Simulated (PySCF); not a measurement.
Geometries of 2 isomers of [C7H5O]+ (charge +1), from PySCF 2.14.0, PBE0-D3(BJ)/def2-SVP geometry optimisation, gas phase. One conformer each, no zero-point energy, no frequencies.

**Question.** Which is lower in electronic energy at this level?
A.
```xyz
13
angstrom
C      3.311   -0.131   -0.146
C      2.100   -0.062   -0.117
C      0.699    0.049   -0.076
C     -0.011    1.237    0.078
C     -1.400    1.187    0.104
C     -2.056   -0.047   -0.024
C     -1.284   -1.171   -0.173
O      0.034   -1.100   -0.197
H      4.388   -0.199   -0.173
H      0.539    2.174    0.174
H     -1.978    2.107    0.224
H     -3.143   -0.134   -0.007
H     -1.650   -2.194   -0.284
```
B.
```xyz
13
angstrom
O      3.324    0.660    0.098
C      2.213    0.467    0.105
C      0.850    0.230    0.113
C     -0.037    1.336    0.186
C     -1.395    1.076    0.193
C     -1.857   -0.245    0.129
C     -0.974   -1.330    0.058
C      0.391   -1.113    0.049
H      0.345    2.357    0.235
H     -2.103    1.905    0.248
H     -2.934   -0.434    0.135
H     -1.359   -2.350    0.009
H      1.097   -1.943   -0.006
```

**Answer.** B. That is `[O+]#Cc1ccccc1`, 45.6 kcal/mol below the other.

```csv
SMILES,atoms numbered as above,E (Eh),relative (kcal/mol),relative (kJ/mol),dipole about centre of mass (D)
[O+]#Cc1ccccc1,[O+:1]#[C:2][c:3]1[cH:4][cH:5][cH:6][cH:7][cH:8]1,-344.04734,0.0,0.0,0.30
C#Cc1cccc[o+]1,[CH:1]#[C:2][c:3]1[cH:4][cH:5][cH:6][cH:7][o+:8]1,-343.97469,45.6,190.7,1.66
```
